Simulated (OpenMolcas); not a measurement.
## Levels of K by method

```yaml
Program: OpenMolcas 26.06
Basis: ANO-RCC-VDZP [5s4p1d]
Scalar_Hamiltonian: DKH3, point nucleus
Active_space: 1 electron in 8 orbitals (4s 4p 5s 5p)
State_averaging: 2S+1 = 2 even, 1 root; 2S+1 = 2 odd, 3 roots
Spin-orbit_coupling: state interaction with AMFI integrals over the reference wave functions, term energies averaged over their components
```

Methods on the same reference wave functions:
A. CASSCF
B. SS-CASPT2, IPEA 0.25 Eh, imaginary shift 0.1 Eh (closed shells correlated: 3s 3p)

Energies in cm⁻¹ above 4s ²S_1/2, the measured ground level; measured values from NIST Handbook of Basic Atomic Spectroscopic Data.

| Level | A | B | Measured |
| --- | --- | --- | --- |
| 4s ²S_1/2 | 0.0 | 0.0 | 0.0 |
| 4p ²P°_1/2 | 11538 | 12670 | 12985 |
| 4p ²P°_3/2 | 11576 | 12708 | 13043 |

Deviations, from unrounded energies. A percentage is the sum of absolute deviations over the sum of measured energies, with the sign that they share, or ± where signs differ.

| Against measurement | Levels | A | B |
| --- | --- | --- | --- |
| mean absolute deviation (cm-1) | 2 | 1500 | 330 |
| other configurations (%) | 2 | -11.2 | -2.5 |

B lies closest to measurement on these levels. The largest miss of B in the table is 4p ²P°_3/2, by -330 cm-1. The ranking rests on the paired levels alone, and a cruder setting can come out closer through cancelling errors.

The lowest spin-free term lies below A's lowest term by 0.167 hartree in B.

With one active electron outside closed inactive shells, the extra shells (5p 5s) add no correlation to the reference. ANO sets are built for ground and valence states and can reach diffuse excited orbitals poorly. With one active electron the reference holds no correlation, so core polarisation is missing (holds for A). With one active electron, CASPT2 adds the correlation within the correlated inactive shells and between them and that electron, and leaves the splitting within a term as the reference gives it (holds for B). Measured partners are found by configuration, term and J. A level has none where our copy of the source lacks it or the pairing is in doubt (some pairs that miss far off the trend of their configuration count as doubtful), and it then counts in no deviation. Only configurations of the active space appear.

° marks odd parity.
